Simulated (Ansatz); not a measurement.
A run on CH6AlNSi with other settings.

```yaml
crystal:
  periodic: [false, false, false]
  atoms:
    - {symbol: C, position_ang: [-0.806236, 0.780551, -0.670115]}
    - {symbol: N, position_ang: [0.118547, 0.515567, 0.462846]}
    - {symbol: Si, position_ang: [0.263711, -1.226710, 0.871146]}
    - {symbol: Al, position_ang: [0.582323, -0.438131, -1.317499]}
    - {symbol: H, position_ang: [-1.848590, 0.531848, -0.471560]}
    - {symbol: H, position_ang: [-0.716298, 1.814202, -1.007129]}
    - {symbol: H, position_ang: [0.319262, 1.283012, 1.089832]}
    - {symbol: H, position_ang: [-0.967113, -1.788058, 1.507317]}
    - {symbol: H, position_ang: [1.364444, -1.327098, 1.869898]}
    - {symbol: H, position_ang: [1.773051, -0.196283, -2.331636]}
basis:
  gaussian: {orbitals: STO-3G, final_grid: {core_spheres: 5, valence_spheres: 4, degree: 11}}
hamiltonian: {xc: {name: PBE0}, dispersion: d3bjatm}
```

```sh
$ ansatz run in.yaml --threads 2 --pin off --events-out ev --progress --plain --max-ram 4352MiB
```

It prints (some lines left out):

```
Functional definition: PBE0
414 factors; integrals over basis functions are off by at most 5.9e-5 eV
mean field evaluation 1: about -16884.1609 eV, gradient 2.3e1 eV
mean field evaluation 2: about -16883.2750 eV, gradient 3.0e1 eV
mean field evaluation 4: about -16885.9993 eV, gradient 7.1e-1 eV
mean field evaluation 8: about -16885.9766 eV, gradient 5.7e-3 eV
mean field -16885.97658744 eV, -620.5481938624 hartree, gradient 5.8e-5 eV, S^2 0.000000; 0 other end points of the search recorded, 0 dependent functions left out
reference -16885.97663515 eV, -620.5481956159 hartree; 23, 23 occupied and 11, 11 virtual orbitals, 414 factors
Total energy: -16886.17417057 eV, -620.5554549084 hartree
```

Run time 0.25 s (2 threads of an Arm Neoverse V2 on a shared host); peak host memory 0.07 GiB.
